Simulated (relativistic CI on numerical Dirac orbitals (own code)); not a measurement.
# Line list: Electric-dipole lines, Er XX

Computed by Dirac-Coulomb-Breit CI, separate exchange-only KLI orbitals for each configuration, model QED, unscaled Slater integrals (own radial code, finite nucleus).

Configuration list (outside the closed core [Ar] 3d10): 4s2 4p6 4d10 4f3, 4s2 4p6 4d10 4f2 5s, 4s2 4p6 4d10 4f 5s2, 4s2 4p6 4d10 4f2 5p, 4s2 4p6 4d10 4f 5s 5p, 4s2 4p6 4d9 4f4, 4s2 4p6 4d10 4f 5p2, 4s2 4p6 4d10 4f 5s 5d, 4s2 4p6 4d10 4f2 5d, 4s2 4p6 4d10 4f 5p 5d, 4s2 4p6 4d9 4f2 5s2, 4s2 4p5 4d10 4f4, 4s2 4p6 4d10 4f2 5f, 4s2 4p6 4d9 4f3 5s, 4s2 4p6 4d10 4f 5d2, 4s2 4p6 4d10 4f2 6s, 4s2 4p6 4d9 4f2 5s 5p, 4s2 4p6 4d10 4f2 6p, 4s2 4p6 4d9 4f2 5p2, 4s2 4p6 4d10 4f2 5g, 4s2 4p6 4d10 4f2 6d, 4s 4p6 4d10 4f4, 4s2 4p6 4d10 4f2 6f, 4s2 4p6 4d10 4f2 7s, 4s2 4p5 4d10 4f2 5s2, 4s2 4p6 4d8 4f3 5s2, 4s2 4p6 4d10 4f2 7p, 4s2 4p5 4d10 4f2 5s 5p, 4s2 4p5 4d10 4f3 5s, 4s 4p6 4d10 4f2 5s2. Levels of other configurations are missing.

```tsv
λ vac (Å)	Lower	Upper	A (s⁻¹)	log gf	S velocity/length
84.505	4s2 4p6 4d10 4f3 4I°_15/2 [4]	4s2 4p6 4d10 4f2 5d 2K_13/2 [201]	4.95e+10	-0.13	0.93
84.686	4s2 4p6 4d10 4f3 4I°_15/2 [4]	4s2 4p6 4d10 4f2 5d 2I_13/2 [196]	4.60e+10	-0.16	0.93
84.828	4s2 4p6 4d10 4f3 4I°_13/2 [3]	4s2 4p6 4d10 4f2 5d 4H_11/2 [184]	7.88e+10	0.01	0.93
84.871	4s2 4p6 4d10 4f3 4I°_15/2 [4]	4s2 4p6 4d10 4f2 5d 4I_15/2 [193]	5.57e+10	-0.02	0.95
85.059	4s2 4p6 4d10 4f3 4I°_11/2 [2]	4s2 4p6 4d10 4f2 5d 4H_9/2 [171]	1.11e+11	0.08	0.92
85.064	4s2 4p6 4d10 4f3 4I°_11/2 [2]	4s2 4p6 4d10 4f2 5d 4I_11/2 [170]	3.74e+10	-0.31	0.94
85.228	4s2 4p6 4d10 4f3 4I°_13/2 [3]	4s2 4p6 4d10 4f2 5d 4H_11/2 [176]	9.93e+10	0.11	0.92
85.309	4s2 4p6 4d10 4f3 4I°_9/2 [1]	4s2 4p6 4d10 4f2 5d 4H_7/2 [162]	1.56e+11	0.13	0.91
85.327	4s2 4p6 4d10 4f3 4I°_15/2 [4]	4s2 4p6 4d10 4f2 5d 4H_13/2 [186]	8.58e+10	0.12	0.92
85.343	4s2 4p6 4d10 4f3 4I°_13/2 [3]	4s2 4p6 4d10 4f2 5d 4I_13/2 [173]	7.10e+10	0.04	0.94
85.389	4s2 4p6 4d10 4f3 2L°_15/2 [28]	4s2 4p6 4d10 4f2 5d 2I_13/2 [248]	1.03e+11	0.20	0.90
85.415	4s2 4p6 4d10 4f3 4I°_11/2 [2]	4s2 4p6 4d10 4f2 5d 2H_9/2 [166]	4.62e+10	-0.30	0.91
85.497	4s2 4p6 4d10 4f3 4I°_15/2 [4]	4s2 4p6 4d10 4f2 5d 4K_15/2 [182]	2.80e+10	-0.31	0.95
85.644	4s2 4p6 4d10 4f3 2K°_15/2 [18]	4s2 4p6 4d10 4f2 5d 2I_13/2 [224]	1.41e+11	0.34	0.90
85.743	4s2 4p6 4d10 4f3 4I°_11/2 [2]	4s2 4p6 4d10 4f2 5d 4I_11/2 [165]	5.62e+10	-0.13	0.94
85.878	4s2 4p6 4d10 4f3 2H°_9/2 [6]	4s2 4p6 4d10 4f2 5d 2F_7/2 [183]	6.52e+10	-0.24	0.90
85.949	4s2 4p6 4d10 4f3 4I°_9/2 [1]	4s2 4p6 4d10 4f2 5d 4I_9/2 [159]	8.19e+10	-0.04	0.94
86.113	4s2 4p6 4d10 4f3 2K°_13/2 [14]	4s2 4p6 4d10 4f2 5d 2I_11/2 [203]	1.13e+11	0.18	0.90
86.259	4s2 4p6 4d10 4f3 2H°_9/2 [6]	4s2 4p6 4d10 4f2 5d 2H_9/2 [175]	5.53e+10	-0.21	0.92
86.380	4s2 4p6 4d10 4f3 2L°_17/2 [30]	4s2 4p6 4d10 4f2 5d 2K_15/2 [239]	1.44e+11	0.41	0.89
86.525	4s2 4p6 4d10 4f3 2L°_15/2 [28]	4s2 4p6 4d10 4f2 5d 2I_13/2 [232]	1.15e+11	0.26	0.89
179.48	4s2 4p6 4d10 4f2 5p 2K°_13/2 [85]	4s2 4p6 4d10 4f2 5d 2K_15/2 [239]	8.75e+10	0.83	0.95
181.59	4s2 4p6 4d10 4f2 5p 4I°_9/2 [66]	4s2 4p6 4d10 4f2 5d 4K_11/2 [160]	1.09e+11	0.81	0.96
181.87	4s2 4p6 4d10 4f2 5p 4I°_11/2 [69]	4s2 4p6 4d10 4f2 5d 4K_13/2 [167]	9.91e+10	0.84	0.96
182.02	4s2 4p6 4d10 4f2 5p 4G°_5/2 [70]	4s2 4p6 4d10 4f2 5d 4H_7/2 [168]	9.57e+10	0.58	0.95
182.19	4s2 4p6 4d10 4f2 5p 4H°_13/2 [76]	4s2 4p6 4d10 4f2 5d 4K_15/2 [182]	9.24e+10	0.87	0.95
182.82	4s2 4p6 4d10 4f2 5p 4I°_9/2 [66]	4s2 4p6 4d10 4f2 5d 4I_9/2 [159]	6.44e+10	0.51	0.93
184.26	4s2 4p6 4d10 4f2 5p 4I°_11/2 [69]	4s2 4p6 4d10 4f2 5d 4I_11/2 [165]	6.00e+10	0.56	0.94
184.28	4s2 4p6 4d10 4f2 5p 4H°_13/2 [76]	4s2 4p6 4d10 4f2 5d 4I_13/2 [173]	5.83e+10	0.62	0.94
214.64	4s2 4p6 4d10 4f2 5p 2I°_13/2 [122]	4s2 4p6 4d10 4f2 5d 2L_15/2 [251]	6.91e+10	0.88	0.94
216.66	4s2 4p6 4d10 4f2 5p 4H°_11/2 [93]	4s2 4p6 4d10 4f2 5d 4H_13/2 [186]	5.23e+10	0.71	0.94
216.76	4s2 4p6 4d10 4f2 5p 2H°_11/2 [116]	4s2 4p6 4d10 4f2 5d 2I_13/2 [232]	5.79e+10	0.76	0.94
217.03	4s2 4p6 4d10 4f 5s2 2F°_7/2 [90]	4s2 4p6 4d10 4f 5s 5p 2G_9/2 [161]	6.83e+10	0.68	0.75
217.48	4s2 4p6 4d10 4f2 5p 2H°_11/2 [99]	4s2 4p6 4d10 4f2 5d 2I_13/2 [196]	6.16e+10	0.79	0.94
217.51	4s2 4p6 4d10 4f2 5p 2I°_13/2 [110]	4s2 4p6 4d10 4f2 5d 2K_15/2 [219]	6.09e+10	0.84	0.94
218.33	4s2 4p6 4d10 4f2 5p 2I°_11/2 [100]	4s2 4p6 4d10 4f2 5d 2K_13/2 [201]	5.14e+10	0.71	0.94
218.38	4s2 4p6 4d10 4f2 5p 4I°_13/2 [96]	4s2 4p6 4d10 4f2 5d 4I_15/2 [193]	7.12e+10	0.91	0.94
218.70	4s2 4p6 4d10 4f2 5p 2K°_15/2 [131]	4s2 4p6 4d10 4f2 5d 2L_17/2 [258]	8.41e+10	1.04	0.95
219.28	4s2 4p6 4d10 4f2 5p 4I°_15/2 [105]	4s2 4p6 4d10 4f2 5d 4K_17/2 [207]	8.34e+10	1.03	0.95
220.69	4s2 4p6 4d10 4f2 5p 4G°_11/2 [112]	4s2 4p6 4d10 4f2 5d 4H_13/2 [215]	5.18e+10	0.72	0.94
257.02	4s2 4p6 4d10 4f2 5s 2I_13/2 [60]	4s2 4p6 4d10 4f2 5p 2K°_15/2 [131]	3.26e+10	0.71	0.72
262.57	4s2 4p6 4d10 4f2 5s 4H_13/2 [49]	4s2 4p6 4d10 4f2 5p 4I°_15/2 [105]	3.05e+10	0.70	0.68
264.08	4s2 4p6 4d10 4f2 5s 2G_9/2 [54]	4s2 4p6 4d10 4f2 5p 2H°_11/2 [116]	2.82e+10	0.55	0.65
264.27	4s2 4p6 4d10 4f2 5s 4H_11/2 [44]	4s2 4p6 4d10 4f2 5p 4I°_13/2 [96]	2.34e+10	0.54	0.66
264.57	4s2 4p6 4d10 4f2 5s 4H_9/2 [43]	4s2 4p6 4d10 4f2 5p 4H°_11/2 [93]	1.96e+10	0.39	0.65
```

Terms are leading LS components. Brackets give the number of a level in order of energy, since labels repeat. The list gives strong lines, with weight on those to low levels, among the lowest 400 of 9645 levels, so that lines to higher ones, which can be the strongest, are missing. Levels whose partners in the same complex of configurations lie outside the list can be far off, and so can their lines. Rates are taken at the computed energies, electric ones in the length gauge. A velocity-to-length ratio far from 1 marks an uncertain rate.

At this charge transitions that keep the count of f electrons are usually good to a few per cent. Terms inside the open d or f shell come out 10 to 20 % too wide with unscaled integrals. Levels that differ in their count of f electrons can be misplaced by several ten thousand cm⁻¹, since the correlation energy of f electrons is missing or only estimated; rates across such gaps can be off by orders of magnitude.

LS names give the leading component of a level, which can be under half, so a name can repeat, a term be missing and a line seem to break the LS rules.
